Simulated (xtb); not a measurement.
methanol (CH4O), singlet, geometry from GFN2-xTB, atoms displaced at random by about 0.06 Å a coordinate; xtb with GFN2-xTB.

Input for xtb:
```
$ xtb mol.xyz --gfn 2 --chrg 0 --uhf 0 --ohess --json

# file mol.xyz
6

C     -0.04665502     0.64829305    -0.03315259
O     -0.07795165    -0.75400587    -0.05111903
H     -1.17015770     0.88503727     0.00422844
H      0.87798852    -1.14651918    -0.00773205
H      0.43860615     1.06370479     0.85995190
H      0.42263446     1.07714059    -0.74743001
```

Output, abridged:

```
   ID    Z sym.   atoms
    1    6 C      1
    2    8 O      2
    3    1 H      3-6

           -------------------------------------------------
          |                Calculation Setup                |
           -------------------------------------------------

           -------------------------------------------------
          |                 G F N 2 - x T B                 |
           -------------------------------------------------

          ...................................................
          :                      SETUP                      :
          :.................................................:
          :  # basis functions                  12          :
          :  # atomic orbitals                  12          :
          :  # shells                            8          :
          :  # electrons                        14          :
          :  max. iterations                   250          :
          :  Hamiltonian                  GFN2-xTB          :
          :  restarted?                      false          :
          :  GBSA solvation                  false          :
          :  PC potential                    false          :
          :  electronic temp.          300.0000000     K    :
          :  accuracy                    1.0000000          :
          :  -> integral cutoff          0.2500000E+02      :
          :  -> integral neglect         0.1000000E-07      :
          :  -> SCF convergence          0.1000000E-05 Eh   :
          :  -> wf. convergence          0.1000000E-03 e    :
          :  Broyden damping             0.4000000          :
          :  net charge                          0          :
          :  unpaired electrons                  0          :
          ...................................................

 iter      E             dE          RMSdq      gap      omega  full diag
   1     -8.2796812 -0.827968E+01  0.452E+00   11.83       0.0  T
   2     -8.2921820 -0.125008E-01  0.239E+00   11.62       1.0  T
   3     -8.2925164 -0.334388E-03  0.763E-01   11.54       1.0  T
   4     -8.2925574 -0.410695E-04  0.128E-01   11.54       1.0  T
   5     -8.2925630 -0.561718E-05  0.340E-02   11.57       1.2  T
   6     -8.2925637 -0.653827E-06  0.128E-02   11.57       3.2  T
   7     -8.2925639 -0.232608E-06  0.425E-03   11.57       9.6  T
   8     -8.2925639 -0.974036E-08  0.404E-04   11.57     101.0  T
   9     -8.2925639 -0.118149E-09  0.198E-04   11.57     206.5  T

   *** convergence criteria satisfied after 9 iterations ***

         :::::::::::::::::::::::::::::::::::::::::::::::::::::
         ::                     SUMMARY                     ::
         :::::::::::::::::::::::::::::::::::::::::::::::::::::
         :: total energy              -8.203786431278 Eh    ::
         :: gradient norm              0.203885135938 Eh/a0 ::
         :: HOMO-LUMO gap             11.571322894339 eV    ::
         ::.................................................::
         :: SCC energy                -8.292563908726 Eh    ::
         :: -> isotropic ES            0.024333496609 Eh    ::
         :: -> anisotropic ES          0.002328033584 Eh    ::
         :: -> anisotropic XC          0.000121187778 Eh    ::
         :: -> dispersion             -0.001146592892 Eh    ::
         :: repulsion energy           0.088777477449 Eh    ::
         :: add. restraining           0.000000000000 Eh    ::
         :: total charge              -0.000000000000 e     ::
         :::::::::::::::::::::::::::::::::::::::::::::::::::::

      -----------------------------------------------------------
     |                   =====================                   |
     |                        A N C O P T                        |
     |                   =====================                   |
     |               Approximate Normal Coordinate               |
     |                Rational Function Optimizer                |
      -----------------------------------------------------------
      -----------------------------------------------------------
     |                   =====================                   |
     |                        A N C O P T                        |
     |                   =====================                   |
     |               Approximate Normal Coordinate               |
     |                Rational Function Optimizer                |
      -----------------------------------------------------------

          ...................................................
          :                      SETUP                      :
          :.................................................:
          :   optimization level            normal          :
          :   max. optcycles                   200          :
          :   ANC micro-cycles                  20          :
          :   degrees of freedom                12          :
          :.................................................:
          :   RF solver                   davidson          :
          :   write xtbopt.log                true          :
          :   linear?                        false          :
          :   energy convergence         0.5000000E-05 Eh   :
          :   grad. convergence          0.1000000E-02 Eh/α :
          :   maxmium RF displ.          1.0000000          :
          :   Hlow (freq-cutoff)         0.1000000E-01      :
          :   Hmax (freq-cutoff)         5.0000000          :
          :   S6 in model hess.         20.0000000          :
          ...................................................

generating ANC from exact Hessian ...
Using Lindh-Hessian (1995)
 Shifting diagonal of input Hessian by    0.0000000000000000
 Lowest  eigenvalues of input Hessian
    0.000000    0.000000    0.000000    0.000000    0.000000    0.000000
    0.032878    0.064543    0.087030    0.121046    0.169548    0.197729
    0.265465    0.515656    0.945698    1.114450    1.335378    1.674191
[...]
 * total energy  :    -8.2037864 Eh     change       -0.1265903E-09 Eh
 * total energy  :    -8.2239754 Eh     change       -0.2018893E-01 Eh
 * total energy  :    -8.2259888 Eh     change       -0.2013434E-02 Eh
 * total energy  :    -8.2261072 Eh     change       -0.1184430E-03 Eh
 * total energy  :    -8.2261171 Eh     change       -0.9883996E-05 Eh
 * total energy  :    -8.2261182 Eh     change       -0.1080685E-05 Eh
   *** GEOMETRY OPTIMIZATION CONVERGED AFTER 6 ITERATIONS ***
         :: total energy              -8.226118201966 Eh    ::
[...]
 Mol. α(0) /au        :         21.570009

Wiberg/Mayer (AO) data.
largest (>0.10) Wiberg bond orders for each atom

 ---------------------------------------------------------------------------
Molecule has the following symmetry elements: (sigma)
It seems to be the Cs point group
     #   Z sym  total        # sym  WBO       # sym  WBO       # sym  WBO
 ---------------------------------------------------------------------------
     1   6 C    3.956 --     2 O    1.011     3 H    0.983     5 H    0.981
                             6 H    0.981
     2   8 O    1.956 --     1 C    1.011     4 H    0.907
     3   1 H    0.997 --     1 C    0.983
     4   1 H    0.918 --     2 O    0.907
     5   1 H    0.999 --     1 C    0.981
     6   1 H    0.999 --     1 C    0.981
 ---------------------------------------------------------------------------

Topologies differ in total number of bonds
Writing topology from bond orders to xtbtopo.mol

molecular dipole:
                 x           y           z       tot (Debye)
 q only:        0.424       0.302       0.016
   full:        0.643       0.392       0.022       1.915
molecular quadrupole (traceless):
                xx          xy          yy          xz          yz          zz
 q only:        0.627      -1.725       0.088      -0.033      -0.010      -0.714
  q+dip:        1.502      -2.231      -1.313      -0.045      -0.074      -0.189
   full:        1.319      -2.338      -0.672      -0.043      -0.045      -0.647

           -------------------------------------------------
          |               Frequency Printout                |
           -------------------------------------------------
 projected vibrational frequencies (cm⁻¹)
eigval :       -0.00    -0.00    -0.00    -0.00     0.00     0.00
eigval :      376.77  1031.59  1091.40  1140.05  1314.63  1417.11
eigval :     1485.44  1490.15  2915.50  2935.81  3032.46  3556.76
 reduced masses (amu)
   1:  7.05   2:  5.69   3:  9.57   4: 11.90   5: 13.75   6: 10.91   7:  2.01   8:  4.18
   9: 10.90  10:  3.67  11:  4.12  12:  2.35  13:  1.53  14:  1.53  15:  1.93  16:  1.45
  17:  1.69  18:  1.88
 IR intensities (km·mol⁻¹)
   1: 11.81   2: 17.51   3:  4.57   4:  2.90   5:  1.84   6:  1.36   7:152.12   8: 86.17
   9: 25.78  10:  2.86  11: 68.06  12:  3.42  13:  4.68  14:  1.39  15: 67.95  16: 55.27
  17: 17.61  18:  7.84
 Raman intensities (Ä⁴*amu⁻¹)
   1:  0.00   2:  0.00   3:  0.00   4:  0.00   5:  0.00   6:  0.00   7:  0.00   8:  0.00
   9:  0.00  10:  0.00  11:  0.00  12:  0.00  13:  0.00  14:  0.00  15:  0.00  16:  0.00
  17:  0.00  18:  0.00
 output can be read by thermo (or use thermo option).
 writing <g98.out> molden fake output.
 recommended (thermochemical) frequency scaling factor: 1.0
           -------------------------------------------------
          |             Thermodynamic Functions             |
           -------------------------------------------------

cs  symmetry found (for desy threshold:  0.10E+00) used in thermo

          ...................................................
          :                      SETUP                      :
          :.................................................:
          :  # frequencies                          12      :
          :  # imaginary freq.                       0      :
          :  linear?                             false      :
          :  only rotor calc.                    false      :
          :  symmetry                               cs      :
          :  rotational number                       1      :
          :  scaling factor                  1.0000000      :
          :  rotor cutoff                   50.0000000 cm⁻¹ :
          :  imag. cutoff                  -20.0000000 cm⁻¹ :
          :.................................................:

    mode    ω/cm⁻¹     T·S(HO)/kcal·mol⁻¹    T·S(FR)/kcal·mol⁻¹   T·S(vib)
   ------------------------------------------------------------------------
   ------------------------------------------------------------------------

   temp. (K)  partition function   enthalpy   heat capacity  entropy
                                   cal/mol     cal/K/mol   cal/K/mol   J/K/mol
 298.15  VIB   1.22                  276.215      2.796      1.319
         ROT  0.310E+04              888.752      2.981     18.956
         INT  0.378E+04             1164.968      5.777     20.275
         TR   0.175E+27             1481.254      4.968     36.309
         TOT                        2646.2216    10.7453    56.5840   236.7476

       T/K    H(0)-H(T)+PV         H(T)/Eh          T*S/Eh         G(T)/Eh
   ------------------------------------------------------------------------
    298.15    0.421702E-02    0.538530E-01    0.268849E-01    0.269681E-01
   ------------------------------------------------------------------------

         :::::::::::::::::::::::::::::::::::::::::::::::::::::
         ::                  THERMODYNAMIC                  ::
         :::::::::::::::::::::::::::::::::::::::::::::::::::::
         :: total free energy          -8.199150123196 Eh   ::
         ::.................................................::
         :: total energy               -8.226118201966 Eh   ::
         :: zero point energy           0.049635960620 Eh   ::
         :: G(RRHO) w/o ZPVE           -0.022667881849 Eh   ::
         :: G(RRHO) contrib.            0.026968078770 Eh   ::
         :::::::::::::::::::::::::::::::::::::::::::::::::::::

optimized geometry written to: xtbopt.xyz

           -------------------------------------------------
          | TOTAL ENERGY               -8.226118201966 Eh   |
          | TOTAL ENTHALPY             -8.172265218819 Eh   |
          | TOTAL FREE ENERGY          -8.199150123196 Eh   |
          | GRADIENT NORM               0.000527720943 Eh/α |
          | HOMO-LUMO GAP              13.109050355461 eV   |
           -------------------------------------------------

normal termination of xtb
```
